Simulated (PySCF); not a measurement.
Estimate the missing entries of this data sheet.

Compound: C3H6FO3S (charge -1).
Cartesian coordinates in Å at the GFN2-xTB level; atoms count from 1:
```xyz
14
C3H6FO3S angstrom
C      1.808    0.280   -0.411
O      0.790   -0.707   -0.401
C     -0.294   -0.409    0.395
C     -1.502   -1.202   -0.059
F      0.017   -0.807    1.725
S     -0.902    1.475    0.445
O      0.212    2.214    1.088
O     -0.975    1.722   -1.022
H      1.459    1.186   -0.908
H      2.641   -0.156   -0.965
H      2.122    0.531    0.605
H     -2.279   -1.126    0.698
H     -1.851   -0.752   -0.984
H     -1.249   -2.249   -0.228
```

```json
{"property": "point group of the GFN2-xTB geometry", "level": "GFN2-xTB", "value": "?"}
{"property": "rotational constants A, B, C of the GFN2-xTB geometry", "level": "GFN2-xTB", "value": "?"}
{"property": "HOMO energy", "level": "PBE0/pcSseg-1", "value": "-0.58 eV"}
{"property": "LUMO energy", "level": "PBE0/pcSseg-1", "value": "5.73 eV"}
{"property": "13C chemical shifts (computed TMS as zero) by class", "level": "GIAO PBE0/pcSseg-1", "value": "129.4 (C3), 55.6 (C1), 25.7 (C4) ppm"}
{"property": "1H chemical shifts (computed TMS as zero) by class", "level": "GIAO PBE0/pcSseg-1", "value": "4.34 (H9/H10/H11), 1.14 (H12/H13/H14) ppm"}
{"property": "isotropic shieldings of nuclei other than C and H, by class", "level": "GIAO PBE0/pcSseg-1", "value": "?"}
```

The electronic properties come from PySCF, for the isolated species, density fitting. NMR classes are plain means over equivalent atoms (diastereotopic ones count apart unless rotation or inversion swaps them), as if these changed places fast; in this geometry the members of some classes differ. No diffuse functions stand in pcSseg-1, which bears on an anion's orbital energies.

Task: What are the rotational constants A, B, C of the GFN2-xTB geometry?

Result: 2.196, 1.593, 1.427 GHz.

Task: What are the isotropic shieldings of nuclei other than C and H, by class?

Result: 110 (O7/O8), 248 (O2), 327 (F5), -5 (S6) ppm.

Task: What is the point group of the GFN2-xTB geometry?

Result: C1.

The rotational constants make it an asymmetric top with κ = (2B − A − C)/(A − C) = -0.57, nearer the prolate limit (−1). With B = h/(8π²I), that is 505.379 GHz u Å² over I, the principal moments of inertia are 230.1, 317.2 and 354.2 u Å² (most abundant isotopes); the inertial defect Ic − Ia − Ib is -193.1 u Å² (zero for a rigid planar frame, negative otherwise).

One conformer stands for the species.
